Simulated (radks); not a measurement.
The neon ion Ne2+ inside a hard spherical wall (all orbitals vanish at R), configuration held at [He] 2s2 2p4 and not refilled when levels cross. Method: scalar-relativistic Kohn-Sham, LDA (Slater exchange, Perdew-Wang correlation), spin-unpolarised, spherical densities, point nucleus; computed with a radial shooting solver on a logarithmic mesh with Libxc functionals. Eigenvalues in eV, with the zero of energy where the potential of the charges vanishes at infinity; a dash marks a level that is unbound or too diffuse for the functional's potential to be trusted. A positive occupied level is held by the wall or, in an anion where self-interaction has pushed it up, behind a barrier. The pressure on the wall is -dE/dV.

| R (bohr) | E (hartree) | kinetic (hartree) | e(1s) | e(2s) | e(2p) | e(3s, empty) | e(3p, empty) | pressure (GPa) |
|---|---|---|---|---|---|---|---|---|
| free | -125.94699 | 125.799 | -876.37 | -77.703 | -54.944 | -16.159 | -11.965 | 0 |
| 20 | -125.94699 | 125.799 | -876.37 | -77.703 | -54.944 | -16.159 | -11.965 | < 0.0001 |
| 15 | -125.94699 | 125.799 | -876.37 | -77.703 | -54.944 | -16.159 | -11.965 | < 0.0001 |
| 10 | -125.94699 | 125.799 | -876.37 | -77.703 | -54.944 | -16.159 | -11.962 | < 0.0001 |
| 7 | -125.94699 | 125.799 | -876.37 | -77.703 | -54.944 | -16.117 | -11.815 | < 0.0001 |
| 6 | -125.94699 | 125.799 | -876.37 | -77.703 | -54.944 | -15.963 | -11.469 | < 0.0001 |
| 4 | -125.94658 | 125.804 | -876.34 | -77.685 | -54.923 | -12.800 | -7.020 | 0.217 |
| 3 | -125.93267 | 125.934 | -875.74 | -77.307 | -54.482 | -2.065 | 4.882 | 13.0 |
| 2.5 | -125.86582 | 126.414 | -873.78 | -76.049 | -53.022 | 14.425 | 21.239 | 105 |
| 2 | -125.49509 | 128.437 | -866.65 | -71.098 | -47.498 | 55.350 | 58.775 | 907 |
| 1.5 | -123.40933 | 136.562 | -843.31 | -50.926 | -27.023 | 172.43 | 158.36 | 9240 |
